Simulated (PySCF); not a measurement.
H6O7Si2: core ionisation energies

[(OH)3Si]2O.
Z-matrix (Å and degrees, PBE0-D3(BJ)/def2-SVP geometry), rows numbered from 1:
```
Si
O   1  1.6360
O   1  1.6406  2  110.64
O   1  1.6432  2  111.93  3   120.20
O   1  1.6720  2  107.85  3  -120.42
Si  5  1.6377  1  131.79  2    40.01
O   6  1.6420  5  116.25  1    97.71
O   6  1.6463  5  108.77  1  -141.47
O   6  1.6627  5  104.48  1   -18.96
H   2  0.9716  1  111.86  3    88.27
H   3  0.9608  1  116.41  2   168.49
H   4  0.9606  1  116.53  2    53.77
H   7  0.9615  6  115.62  5    94.39
H   8  0.9614  6  115.62  5    25.74
H   9  0.9621  6  116.10  5   151.98
```

Computed, not measured: PySCF 2.14.0, delta-SCF UKS SCAN, pcX-2 on the ionised atom, pcseg-1 elsewhere, spin-free X2C. Binding energies are ΔSCF values: E(core-ionised, relaxed orbitals) − E(ground state) at a fixed geometry, referred to the vacuum level.

Problem. List the computed XPS lines with their assignment.

Solution. 
| atom(s) | bonded to | level | binding energy (eV) | 2p1/2 (eV) | above the level's lowest (eV) | count |
| --- | --- | --- | --- | --- | --- | --- |
| Si1/Si6 | 4 O | Si 2p3/2 | 108.60 | 109.22 | 0.00 | 2 |
| Si1/Si6 | 4 O | Si 1s | 1848.93 | – | 0.00 | 2 |
| O2 (×6) | H and Si | O 1s | 538.36 | – | +0.07 | 6 |
| O5 | 2 Si | O 1s | 538.29 | – | 0.00 | 1 |

The 2 O 1s values lie within 0.07 eV of each other; Gaussian lines of 0.5 eV full width would blend them into one maximum.

Problem. Which photon energy gives electrons from Si 1s of Si1/Si6 a kinetic energy of 150 eV, and what is their de Broglie wavelength?

Solution. hν = 1848.93 + 150 = 1998.93 eV, recoil neglected; λ = 12.264 Å/√(E/eV) = 1.00 Å.

Problem. Express the binding energy of Si 1s of Si1/Si6 in atomic units and per mole.

Solution. 1848.93 eV = 67.9469 Eh = 178395 kJ/mol.

Topologically equivalent atoms share the value of their first member; where this conformer doesn't relate them by symmetry, their own values could differ. The 2p values add to the ΔSCF energy of one spin-free hole a correction within the shell (spin–orbit coupling, ligand field). 2p1/2 minus 2p3/2 (ligand field included): Si 0.63 eV. Isolated species at its PBE0-D3(BJ)/def2-SVP geometry (one conformer only).
